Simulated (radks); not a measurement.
The numbers below are computed, except where a source is named.
C2+, 4 electrons, occupied as [He] 2s2 (the NIST ground configuration). Code: a radial shooting solver on a logarithmic mesh with Libxc functionals. Model: scalar-relativistic Kohn-Sham, HCTH/407, spin-polarised, spherical densities, point nucleus.

Local quantities along the radius. ELF = 1/(1 + alpha^2) is the electron localisation function; alpha = (tau - tau_W)/tau_unif compares the Pauli kinetic energy density with that of the uniform gas (summed over spins); 4 pi r^2 rho is in e/bohr. tau is taken from the large components.

| r (bohr) | ELF | alpha | 4 pi r^2 rho |
|---|---|---|---|
| 0.01249 | 1.000 | 3.373e-06 | 0.2200 |
| 0.01525 | 1.000 | 5.173e-06 | 0.3173 |
| 0.01863 | 1.000 | 8.019e-06 | 0.4545 |
| 0.02275 | 1.000 | 0.00001258 | 0.6452 |
| 0.02779 | 1.000 | 0.00002002 | 0.9059 |
| 0.03421 | 1.000 | 0.00003305 | 1.271 |
| 0.04179 | 1.000 | 0.00005462 | 1.732 |
| 0.05104 | 1.000 | 0.00009251 | 2.314 |
| 0.06234 | 1.000 | 0.0001613 | 3.017 |
| 0.07614 | 1.000 | 0.0002917 | 3.819 |
| 0.093 | 1.000 | 0.0005507 | 4.666 |
| 0.1136 | 1.000 | 0.001097 | 5.458 |
| 0.1387 | 1.000 | 0.002330 | 6.058 |
| 0.1695 | 1.000 | 0.005365 | 6.307 |
| 0.207 | 1.000 | 0.01363 | 6.074 |
| 0.2528 | 0.998 | 0.03913 | 5.322 |
| 0.3088 | 0.983 | 0.1300 | 4.164 |
| 0.3802 | 0.780 | 0.5315 | 2.820 |
| 0.4643 | 0.179 | 2.145 | 1.753 |
| 0.5672 | 0.032 | 5.534 | 1.166 |
| 0.6927 | 0.057 | 4.086 | 1.103 |
| 0.8461 | 0.500 | 0.9997 | 1.367 |
| 1.033 | 0.971 | 0.1733 | 1.615 |
| 1.262 | 0.999 | 0.02845 | 1.571 |
| 1.542 | 1.000 | 0.004444 | 1.199 |
| 1.883 | 1.000 | 0.0006261 | 0.6959 |
| 2.3 | 1.000 | 0.00007007 | 0.3051 |
| 2.809 | 1.000 | 5.671e-06 | 0.09597 |
| 3.431 | 1.000 | 3.285e-07 | 0.01931 |
| 4.191 | 1.000 | 1.240e-08 | 0.002288 |

On this mesh the ELF has minima near r = 0.62 bohr, which separate the shells.
